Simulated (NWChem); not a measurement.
# CH₄OSi, singlet; SMILES CO[SiH]

```xyz
7

Si     0.0045     1.2375     0.0000
H     -1.5233     0.9278     0.0000
O      0.5242    -0.3401     0.0000
C     -0.1814    -1.5511     0.0000
H      0.0916    -2.1398    -0.8908
H      0.0916    -2.1398     0.8908
H     -1.2741    -1.3855     0.0000
```
Atoms are numbered in this order, from 1.

Low-valent species are run as closed-shell singlets; no triplet was tried in these runs. Geometry: optimised at PBE0/def2-SVP.

 Unshifted, non-relativistic core excitations; the lowest 4 roots alone, so stronger bands may lie above.

### Question
List the first O K-edge excitations from PBE0/6-311G** (spherical d), restricted-window TDA (NWChem).

### Answer
| state | energy (eV) | dipole oscillator strength | leading excitation (squared amplitude) |
|---|---|---|---|
| S1 | 518.8 | 0.0159 | 1s of atom 3 or its equivalents → LUMO (0.99) |
| S2 | 521.8 | 0.0015 | 1s of atom 3 or its equivalents → LUMO+1 (0.99) |
| S3 | 523.4 | 0.0040 | 1s of atom 3 or its equivalents → LUMO+2 (0.97) |
| S4 | 523.5 | 0.0061 | 1s of atom 3 or its equivalents → LUMO+3 (0.98) |
